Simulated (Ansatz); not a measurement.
SbCl₃. Total charge 0; triplet. Geometry PBE0-D4/def2-SVP, that of the neutral singlet; atoms count from 1.

```
atom   x (Å)   y (Å)   z (Å)
 Sb1  -0.215   0.770  -0.350
 Cl2   1.875   0.522   0.723
 Cl3  -0.096  -1.143  -1.731
 Cl4  -1.564  -0.149   1.358
```

In the def2 sets Sb takes a core potential; there is no spin–orbit coupling. At PBE0-D4/def2-TZVP a singlet of charge 0 lies 4.50 eV below the triplet at the same geometry.

Q: Estimate the Mulliken populations from the PBE0/def2-TZVP orbitals of Ansatz.

A: 
| atom | charge (e) | spin (α − β) |
| --- | --- | --- |
| Sb1 | 0.65 | 1.23 |
| Cl2 | -0.23 | 0.17 |
| Cl3 | -0.21 | 0.30 |
| Cl4 | -0.21 | 0.30 |
Mulliken values and Mayer orders depend strongly on the basis.

Q: Where does the spin sit?

A: Summed by element: Sb 1.23, Cl 0.77, of 2 unpaired in all. Largest on single atoms: Sb1 1.23, Cl4 0.30, Cl3 0.30.

Q: And the Mayer bond orders between bonded heavy atoms (over 0.3)?

A: Sb1–Cl2 1.02 (2.36 Å); Sb1–Cl3 0.94 (2.36 Å); Sb1–Cl4 0.94 (2.36 Å).
